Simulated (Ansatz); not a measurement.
Reaction (ligand exchange at the Sc–F bond): `[OH][Sc]([F])[O][SiH3]` + HCl → `[OH][Sc]([Cl])[O][SiH3]` + H–F

Isolated molecules relaxed with PBE0-D4/def2-TZVP in Ansatz; ΔE leaves out vibrations. CCSD(T)/CBS adds triple-zeta CCSD(T) − MP2 to the extrapolated MP2 energy (def2 sets, frozen cores). This one scheme is used for every species. Functionals use def2-TZVPP. For Sc outer-core shells are correlated without core-valence functions, which leaves a few kJ/mol of doubt a bond. Scalar relativity is left out up to krypton. One conformer a species, not always the lowest.

```json
{"level": "r2SCAN", "ΔE (kJ/mol)": "7.6"}
{"level": "RPA@PBE/def2-TZVPP", "ΔE (kJ/mol)": "6.1"}
```

Q: What does CCSD(T)/CBS give? (Best estimate.)

A: Computed: -2.0 kJ/mol. The listed levels differ from it by 9.6, 8.1 kJ/mol.

Largest T1 diagnostic among the species: 0.016.

At CCSD(T), def2-SVP lies +16.9 kJ/mol from the extrapolated value and def2-TZVPP +4.2 kJ/mol. The D4 term adds −3.8 kJ/mol with B3LYP and −2.2 kJ/mol with PBE0; it sums over pairs of atoms, weighted by their polarisabilities, and B3LYP, whose exchange is more repulsive, gets the larger term. From PBE to PBE0 (25 % exact exchange), in def2-TZVPP and without D4, ΔE moves by −7.9 kJ/mol.

CCSD(T)/CBS has its own doubt, a few kJ/mol and more with outer-core shells, so smaller differences from it don't rank the levels.

B3LYP here is the variant with VWN-RPA as its local correlation; programs differ in this.
